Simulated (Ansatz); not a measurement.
A series at Ge: from `[SH][GeH3]`, ligands are replaced one by one, each step taking up H₂S and setting free H₂; n counts the steps. Ansatz, PBE0-D4/def2-TZVP geometries. Each molecule was computed in one conformer, which needn't be the lowest.

```csv
n,molecule,"HOMO energy, ωB97M-V/def2-TZVPP (eV)"
0,`[SH][GeH3]`,-9.51
1,`[SH][GeH2][SH]`,?
2,`[SH][GeH]([SH])[SH]`,-9.66
3,`[SH][Ge]([SH])([SH])[SH]`,-9.78
```

Question: By hand: fit a straight line y = ȳ + b (n − n̄) to the 3 given rows and predict n = 1.

Answer: n̄ = 1.667, ȳ = -9.650; Σ(n − n̄)(y − ȳ) = -0.410, Σ(n − n̄)² = 4.667, so b = -0.088 eV a step. Prediction: -9.650 + (-0.088) × (-0.667) = -9.59 eV.

Question: By hand: compare with the computed value, -9.50 eV, and give the steps along the whole series.

Answer: The line misses by 0.09 eV (computed minus predicted). Steps: 0.01, -0.16, -0.12 eV.

The steps change sign along the series, so a line is a poor guide. The highest orbital can change its character along such a series. The miss is 32.1 % of the series' range.
